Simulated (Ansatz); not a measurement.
A nudged elastic band was laid between two geometries of C3H8SeSi2 (14 atoms, charge 0, multiplicity 1).

All numbers below come from RHF/def2-SVP in Ansatz.

- movable images: 8
- climbing image: no
- spring: 5.0 eV/Å²
- optimiser: quadratic models (default)
- start path: through a guess of the saddle point
- force threshold: 0.05 eV/Å
- iteration limit: 47
- end points: relaxed

Initial state:

```xyz
14
Properties=species:S:1:pos:R:3
C -2.896 0.057 0.126
C -1.776 -0.157 -0.245
Si -0.028 -0.463 -0.795
C 0.703 -1.915 0.155
Si 1.186 1.532 -0.397
Se 1.186 2.026 1.860
H -3.894 0.243 0.451
H -0.052 -0.747 -2.250
H 0.741 -1.696 1.223
H 1.719 -2.128 -0.188
H 0.098 -2.812 0.008
H 2.620 1.366 -0.731
H 0.642 2.663 -1.184
H -0.263 2.002 1.995
```

Final state:

```xyz
14
Properties=species:S:1:pos:R:3
C -2.901 0.015 0.007
C -1.764 -0.182 -0.320
Si 0.009 -0.451 -0.804
C 0.729 -1.904 0.153
Si 1.169 1.559 -0.327
Se 1.095 2.001 1.940
H -3.914 0.186 0.292
H 0.048 -0.712 -2.264
H 1.763 -2.088 -0.148
H 0.152 -2.812 -0.034
H 0.717 -1.702 1.225
H 2.616 1.433 -0.623
H 0.622 2.695 -1.105
H -0.356 1.933 2.035
```

Problem. Which bonds break or form, and what moves?

Solution. No bond is made or broken. The dihedral Si5–Si3–C4–H11 goes from 177 to 57°. The two ends are copies of one structure, up to a mirror image or an exchange of like atoms.

Problem. Give the energies along the band, and the barrier.

Solution. The run converged. The highest image is number 5 of 0 to 9, 1.8 kcal/mol above the ends, which have the same energy within 2 meV. No image climbed, so the highest image needn't sit at the top of the path.

```csv
image,path coordinate (Å),energy (kcal/mol),dihedral Si5–Si3–C4–H11 (°)
0,0.00,0.0,177
1,0.40,0.2,164
2,0.80,0.7,151
3,1.20,1.4,137
4,1.60,1.8,124
5,2.01,1.8,110
6,2.41,1.4,97
7,2.81,0.8,83
8,3.21,0.2,70
9,3.61,0.0,57
```

Problem. What is the geometry of the highest image?

Solution. 
```xyz
14
Properties=species:S:1:pos:R:3
C -2.908 -0.006 0.001
C -1.770 -0.185 -0.329
Si 0.009 -0.445 -0.804
C 0.737 -1.910 0.149
Si 1.163 1.565 -0.322
Se 1.101 1.989 1.947
H -3.923 0.149 0.291
H 0.047 -0.692 -2.266
H 1.676 -1.645 0.637
H 0.928 -2.751 -0.522
H 0.043 -2.245 0.921
H 2.609 1.422 -0.620
H 0.627 2.712 -1.090
H -0.353 2.014 2.035
```

The band took 7 iterations and roughly 8 core-minutes.

The run took 4 min on 2 threads of Arm Neoverse V2, on a shared host, peak memory 0.47 GiB.
